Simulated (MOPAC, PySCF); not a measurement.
CH₆B₂, SMILES `BCB` (H–B–C–B torsion 62°, B–C–B–H torsion -62°), neutral singlet in the gas phase. 

Cartesian coordinates (Å):
```xyz
9

B     -1.2694    -0.2081    -0.1868
C      0.0420     0.6177    -0.0659
B      1.2437    -0.3419     0.1602
H     -1.6438    -0.8659     0.7345
H     -1.9076    -0.2116    -1.1943
H      0.1908     1.3429    -0.8636
H     -0.0668     1.1153     0.9141
H      1.2844    -1.0220     1.1389
H      2.1266    -0.4263    -0.6371
```
Charge 0, spin multiplicity 1.

All levels are single points at this geometry (B3LYP-D3(BJ)/def2-TZVP); Pople sets use spherical d functions. Orbital energies aren't observables, and empty levels follow the basis.

HF/3-21G in PySCF gives dipole (D) = 0.60.

Q: Estimate the dipole (D) from each of these levels: B3LYP-D3(BJ)/def2-TZVP in PySCF; PBE-D3(BJ)/def2-TZVP in PySCF; B3LYP/3-21G in PySCF; B3LYP/6-311+G** in PySCF; B3LYP/6-31G* in PySCF; M06-2X/6-31G* in PySCF; PBE/6-31G* in PySCF; SVWN5/6-31G* in PySCF; HF/6-31G* in PySCF; PM3 in MOPAC; PM6 in MOPAC; PM7 in MOPAC.

A: 
```
level                            dipole (D)
-------------------------------  ----------
B3LYP-D3(BJ)/def2-TZVP in PySCF        0.77
PBE-D3(BJ)/def2-TZVP in PySCF          0.84
B3LYP/3-21G in PySCF                   0.77
B3LYP/6-311+G** in PySCF               0.73
B3LYP/6-31G* in PySCF                  0.82
M06-2X/6-31G* in PySCF                 0.75
PBE/6-31G* in PySCF                    0.90
SVWN5/6-31G* in PySCF                  0.95
HF/6-31G* in PySCF                     0.63
PM3 in MOPAC                           1.06
PM6 in MOPAC                           0.63
PM7 in MOPAC                           0.52
```
